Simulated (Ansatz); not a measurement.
Sn3⁺, 3 atoms. Hardware: 4 threads of Arm Neoverse V1 on a shared host.

In the def2 sets Sn takes a core potential; there is no spin–orbit coupling. Correlated methods freeze 12 core orbitals; core or outer-core shells of Sn are correlated, in sets that lack core-valence functions.

Task: How many basis functions does each of these Ansatz runs have, and roughly what does it cost? r2SCAN-D4/def2-TZVP, charge 1 quartet, energy, from earlier orbitals; PBE-D4/def2-SVP, charge 1 doublet, energy, from earlier orbitals; r2SCAN-D4/def2-TZVP, charge 1 doublet, energy, from earlier orbitals; MP2/def2-TZVP, charge 1 doublet, energy, from earlier orbitals; ωB97M-V/def2-TZVP, charge 1 doublet, energy and forces, from earlier orbitals; revPBE-D4/def2-TZVP, charge 1 quartet, energy, from earlier orbitals; HSE06-D4/def2-TZVP, charge 1 quartet, energy, from earlier orbitals; MP2/def2-TZVP, charge 1 quartet, energy, from earlier orbitals; HF/STO-3G, charge 1 quartet, energy; PBE0-D4/def2-SVP, charge 1 quartet, energy with a search over starts; r2SCAN-D4/def2-TZVP, charge 0 triplet at the geometry of the charge 1 doublet, energy, from earlier orbitals; ωB97M-V/def2-TZVP, charge 1 quartet, energy, from earlier orbitals.

Result: Other jobs shared the machine, so times can vary by a factor of up to 3. A dash marks memory too small to be measured apart from the calling script's.

```tsv
run	functions	fitting or Cholesky vectors	wall time	peak host memory (GiB)
PBE-D4/def2-SVP, charge 1 doublet, energy, from earlier orbitals	78	873	1.6 s	–
revPBE-D4/def2-TZVP, charge 1 quartet, energy, from earlier orbitals	150	1164	2.8 s	–
HSE06-D4/def2-TZVP, charge 1 quartet, energy, from earlier orbitals	150	1383	4.5 s	0.55
MP2/def2-TZVP, charge 1 quartet, energy, from earlier orbitals	150	1446	4.7 s	–
PBE0-D4/def2-SVP, charge 1 quartet, energy with a search over starts	78	1026	4.8 s	–
MP2/def2-TZVP, charge 1 doublet, energy, from earlier orbitals	150	1446	7 s	–
HF/STO-3G, charge 1 quartet, energy	81	1071	8 s	–
r2SCAN-D4/def2-TZVP, charge 1 quartet, energy, from earlier orbitals	150	1164	16 s	–
r2SCAN-D4/def2-TZVP, charge 0 triplet at the geometry of the charge 1 doublet, energy, from earlier orbitals	150	1164	19 s	–
r2SCAN-D4/def2-TZVP, charge 1 doublet, energy, from earlier orbitals	150	1164	31 s	–
ωB97M-V/def2-TZVP, charge 1 quartet, energy, from earlier orbitals	150	1296	43 s	1
ωB97M-V/def2-TZVP, charge 1 doublet, energy and forces, from earlier orbitals	150	1296	56 s	1
```
